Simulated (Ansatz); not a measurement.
`N=[C]([AlH2])[SiH3]` + `NCF` → `FC[NH][AlH2]` + `N=C[SiH3]`  (ligand exchange at the Al–C bond)

Computed with Ansatz on PBE0-D4/def2-TZVP structures; ΔE is electronic, products minus reactants. CBS: MP2 limit from def2 TZ/QZ plus the TZ coupled-cluster correction, frozen cores. Functionals use def2-TZVPP. B3LYP here is the variant with VWN-RPA as its local correlation; programs differ in this. HSE06 is defined as in plane-wave codes. Each species was taken in one conformer, which may not be the lowest.

```csv
level,ΔE (kJ/mol)
LDA (SPW92),-95.2
revPBE-D4,-91.5
BLYP-D4,-97.7
PBE0,-96.6
B3LYP,-102.8
HSE06,-96.3
LC-ωPBE,-101.2
HF/def2-TZVPP,-111.1
```

(1) What does CCSD(T)/CBS give? (An estimate is asked.)

(2) What do rigid-rotor, harmonic-oscillator terms from PBE0-D4/def2-TZVP frequencies (298.15 K, 1 bar) make of the CCSD(T)/CBS value? (An estimate is asked.)

Largest T1 diagnostic among the species: 0.013.

Answers

(1) Ansatz gave: -101.4 kJ/mol. The listed levels differ from it by 6.2, 9.9, 3.7, 4.8, -1.4, 5.1, 0.2, -9.7 kJ/mol.

(2) Ansatz gave: ΔZPE = +0.1 kJ/mol, ΔH = -102.3 kJ/mol, ΔS = -5 J/(mol·K), ΔG = -100.9 kJ/mol.

From BLYP to BHLYP (50 % exact exchange), in def2-TZVPP and without D4, ΔE moves by −7.2 kJ/mol. In def2-TZVPP, CCSD(T) changes the Hartree–Fock value by +8.6 kJ/mol (the triples alone add +2.5 kJ/mol) and MP2 by +6.6 kJ/mol. At CCSD(T), def2-SVP lies −4.3 kJ/mol from the extrapolated value and def2-TZVPP −1.1 kJ/mol.
